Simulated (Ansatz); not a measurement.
What each rung costs, and what it gives

Saddle point of SnH₅SeF, closed shell (SnH₃F ([F][SnH3]) + H₂Se → SnH₄Se ([SeH][SnH3]) + HF; bonds formed: Sn1–Se7, F2–H6; bonds broken: Sn1–F2, H6–Se7), PBE0-D4/def2-TZVP structure:

```csv
atom,x (Å),y (Å),z (Å)
Sn1,-0.7686,-0.6627,-0.1653
F2,0.9454,-0.6805,1.1366
H3,-0.4384,-1.3016,-1.7043
H4,-1.2972,-1.9155,0.8748
H5,-1.8528,0.6413,-0.0339
H6,1.4163,0.2137,0.5321
Se7,1.3159,1.3532,-0.7539
H8,0.6793,2.3520,0.1139
```

Barriers are electronic and count from the start structure reached by relaxing down the imaginary mode.

Program: Ansatz 0.2.0. Basis: as named in each row. Cores are frozen in the correlated methods. Filled d shells of the heavier atoms are correlated. Core potentials replace the inner electrons of the atoms past krypton. The def2 sets are not built for correlating such inner shells, so the correlated values are less sure here. B3LYP uses VWN-RPA correlation. Extrapolation: Hartree–Fock as exp(−7.88 √X), correlation as X^−2.97.

Times are rough, for one single point on 4 threads of a shared host (Arm Neoverse V1).

The estimate by CCSD(T) at an estimated basis limit (MP2 extrapolated from triple and quadruple zeta, plus CCSD(T) − MP2 in triple zeta) is 17.58 kcal/mol.

| method | basis | time (s) | barrier (kcal/mol) | method less estimate |
| --- | --- | --- | --- | --- |
| SPW92 | def2-SVP | under 1 | 0.43 | -17.15 |
| PBE-D4 | def2-SVP | under 1 | 7.29 | -10.29 |
| SPW92 | def2-TZVPP | 1 | 4.23 | -13.35 |
| PBE0-D4 | def2-SVP | 1 | 11.19 | -6.39 |
| PBE-D4 | def2-TZVPP | 2 | 10.49 | -7.09 |
| BLYP-D4 | def2-TZVPP | 2 | 14.41 | -3.17 |
| BHLYP-D4 | def2-TZVPP | 2 | 21.05 | 3.47 |
| PBE0-D4 | def2-TZVPP | 3 | 14.08 | -3.50 |
| B3LYP-D4 | def2-TZVPP | 3 | 16.97 | -0.61 |
| CAM-B3LYP-D4 | def2-TZVPP | 3 | 18.94 | 1.36 |
| r2SCAN-D4 | def2-TZVPP | 4 | 13.31 | -4.27 |
| RPA on PBE | def2-TZVPP | 5 | 19.81 | 2.23 |
| r2SCAN0-D4 | def2-TZVPP | 5 | 15.69 | -1.89 |
| B2PLYP | def2-TZVPP | 5 | 18.32 | 0.74 |
| wB97M-V | def2-SVP | 5 | 14.47 | -3.11 |
| PBE-QIDH | def2-TZVPP | 6 | 16.84 | -0.74 |
| CCSD(T) | def2-SVP | 6 | 19.75 | 2.17 |
| wB97X-V | def2-TZVPP | 6 | 19.25 | 1.67 |
| B97M-V | def2-TZVPP | 8 | 18.74 | 1.16 |
| wB97M-V | def2-TZVPP | 8 | 17.81 | 0.23 |
| MP2 | def2-QZVPP | 17 | 16.33 | -1.25 |
| CCSD(T) | def2-TZVPP | 130 | 19.43 | 1.86 |

All methods are single points on the PBE0-D4 structures.

T1 diagnostic: at most 0.013.

Exchanges of this kind with a chalcogen hydride build sulfide and selenide films.

Labels in which every atom is bracketed show which atoms are joined, not bond orders.
